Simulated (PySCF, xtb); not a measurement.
(Z)-1,2-difluoroethene (C2H2F2), SMILES F/C=C\F.

Harmonic wavenumbers (cm⁻¹) from GFN2-xTB run with xtb at its own minimum, in rising order: 218, 449, 706, 784, 796, 1008, 1097, 1208, 1273, 1732, 3094, 3108.

### Question
What does PBE-D3(BJ)/def2-SVP (PySCF) give at its own minimum? (Estimate from the structure and the level; the computed values follow.)

### Answer
221, 496, 746, 759, 814, 1011, 1141, 1250, 1355, 1733, 3128, 3149. Paired by order, the mean absolute difference is 32 cm⁻¹ and the zero-point energies are 22.1 and 22.6 kcal/mol.
